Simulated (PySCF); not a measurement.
Some computed properties have been withheld. Give your best values.

C3H7O4P.
Numbering: `[CH3:1][O:2][P:3]1(=[O:4])[O:5][CH2:6][CH2:7][O:8]1` (hydrogens: H9, H10, H11 on C1; H12, H13 on C6; H14, H15 on C7)

| property | level | value |
| --- | --- | --- |
| rotational constants A, B, C of the GFN2-xTB geometry | GFN2-xTB | 3.199, 1.504, 1.406 GHz |
| dipole moment | PBE0/def2-SVPD | ? |
| HOMO energy | PBE0/def2-SVPD | -8.41 eV |
| LUMO energy | PBE0/def2-SVPD | ? |
| lowest singlet excitation | TDDFT PBE0/def2-SVPD | ? |
| lowest triplet excitation (Tamm–Dancoff) | TDA PBE0/def2-SVPD | ? |
| static isotropic polarisability | PBE0/def2-SVPD | ? |
| electronic spatial extent ⟨r²⟩ about the centre of nuclear charge | PBE0/def2-SVPD | 989 bohr² |
| 13C chemical shifts (computed TMS as zero) by class | GIAO PBE0/pcSseg-1 | ? |
| 1H chemical shifts (computed TMS as zero) by class | GIAO PBE0/pcSseg-1 | 4.35 (H12/H15), 4.22 (H13/H14), 4.13 (H9/H10/H11) ppm |
| isotropic shieldings of nuclei other than C and H, by class | GIAO PBE0/pcSseg-1 | ? |

Gas-phase values; electronic properties from PySCF, density fitting. The structure is a single GFN2-xTB conformer in the gas phase; no vibrational or solvent corrections. NMR classes are plain means over equivalent atoms (diastereotopic ones count apart unless rotation or inversion swaps them), as if these changed places fast; in this geometry the members of some classes differ.

(1) Give the lowest triplet excitation (Tamm–Dancoff).

(2) The isotropic shieldings of nuclei other than C and H, by class?

(3) The lowest singlet excitation?

(4) The dipole moment?

(5) Give the static isotropic polarisability.

(6) The LUMO energy?

(7) The 13C chemical shifts (computed TMS as zero) by class?

## Answers

(1) 7.14 eV.

(2) 213 (O4), 251 (O5/O8), 260 (O2), 300 (P3) ppm.

(3) 7.39 eV (168 nm, f = 0.001).

(4) 4.23 D.

(5) 67.0 au.

(6) 0.29 eV.

(7) 63.9 (C6/C7), 55.5 (C1) ppm.

The principal polarisabilities are 58.9, 62.9 and 79.1 au; their mean is the isotropic value. The largest Löwdin shares of the HOMO are 0.25 on O2, 0.21 on O5, 0.17 on O8 and 0.06 on O4. The polarisability is 9.93 Å³ as a volume (1 au = 0.148185 Å³), or 0.93 au for each of the 72 electrons. With B = h/(8π²I), that is 505.379 GHz u Å² over I, the principal moments of inertia are 158.0, 336.0 and 359.3 u Å² (most abundant isotopes); the inertial defect Ic − Ia − Ib is -134.7 u Å² (zero for a rigid planar frame, negative otherwise). The rotational constants make it an asymmetric top with κ = (2B − A − C)/(A − C) = -0.89, nearer the prolate limit (−1).
